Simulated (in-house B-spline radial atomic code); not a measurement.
# Ionising Cs⁴⁴⁺ with different functionals

Computed with an all-electron radial atomic-structure program (B-spline basis): scalar-relativistic (spin-free X2C) Hamiltonian, Fermi nucleus of rms radius 4.8041 fm, spin-polarised at highest spin, spherical fractional occupations for the functionals. The ionisation energy is the difference of two self-consistent energies, [Ne] 3s1 → [He] 2s2 2p6, without Breit or QED terms; ε is the level of the shell that loses the electron (its least bound occupied spin orbital). There is no spin-orbit coupling in this Hamiltonian.

```
   method                    rung  ΔSCF (eV)  -ε(3s) (eV)
 LDA VWN5                     LDA     3490.3       3453.3
     AM05                     GGA     3488.8       3452.6
     TPSS                meta-GGA     3491.2       3454.9
    B3LYP           global hybrid     3492.7       3462.3
CAM-B3LYP  range-separated hybrid     3492.8       3464.2
    HSE06  range-separated hybrid     3492.3       3463.1
```

Task: Among the functionals, which spreads more, the ΔSCF values or the orbital energies?

Result: The orbital energies: ΔSCF values span about 4.0 eV and the orbital energies 11.6 eV.

Task: How do they compare with the NIST value?

Result: NIST lists 3485 eV ± 4 (tabulated theory, ground level to ground level). Errors run from +3.8 to +7.8 eV; all lie within about twice that uncertainty, so the table can't rank the methods.
